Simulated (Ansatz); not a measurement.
`C/C=N\[SiH3]` + `BN[SiH3]` → `BN([SiH3])[SiH3]` + `CC=N` at 500 K and 1 bar (ligand exchange at the Si–N bond).

Isolated molecules relaxed with PBE0-D4/def2-TZVP in Ansatz; ΔE leaves out vibrations. CBS: MP2 limit from def2 TZ/QZ plus the TZ coupled-cluster correction, frozen cores. Each species was taken in one conformer, which may not be the lowest.

```csv
species,CCSD(T)/CBS energy (Eh),H − E (kJ/mol),S (J/(mol·K))
`C/C=N\[SiH3]`,-424.08411,261.1,377.9
`BN[SiH3]`,-372.22946,202.1,342.4
`BN([SiH3])[SiH3]`,-662.52490,256.0,420.0
`CC=N`,-133.79309,207.6,299.1
```

H − E and S are ideal-gas, rigid-rotor, harmonic terms from PBE0-D4/def2-TZVP, for one conformer and one mirror image of each species. 1 Eh = 2625.50 kJ/mol, R = 8.31446 J/(mol·K).

Task: By hand: ΔE, ΔH, ΔS and ΔG.

Result: ΔE = (-662.52490) + (-133.79309) − (-424.08411) − (-372.22946) = -0.00442 Eh = -11.6 kJ/mol. Δ(H − E) = 256.0 + 207.6 − 261.1 − 202.1 = 0.4, so ΔH = -11.2 kJ/mol. ΔS = 420.0 + 299.1 − 377.9 − 342.4 = -1.2 J/(mol·K). ΔG = -11.2 − 500 × (-1.2)/1000 = -10.6 kJ/mol.

Task: By hand: the equilibrium constant, and the temperature at which ΔG would vanish if ΔH and ΔS stayed fixed.

Result: log₁₀ K = −ΔG/(RT ln 10) = 1.1. ΔG = 0 at ΔH/ΔS = 9333 K, far beyond where these terms or the molecules hold.

The number of gas molecules stays the same, so ΔS is small and ΔH decides. A doubt of 5 kJ/mol in ΔE shifts log₁₀ K by 0.5 here. Other conformers and mirror images would add mixing entropy, several J/(mol·K) or more a flexible species. Modes under 60 cm⁻¹, often nearly free rotors, make the harmonic entropy too high. These are equilibria of isolated gas molecules and say nothing of rates. Largest T1 diagnostic: 0.013 (customary marks: 0.02 for closed shells, 0.045 for open ones).
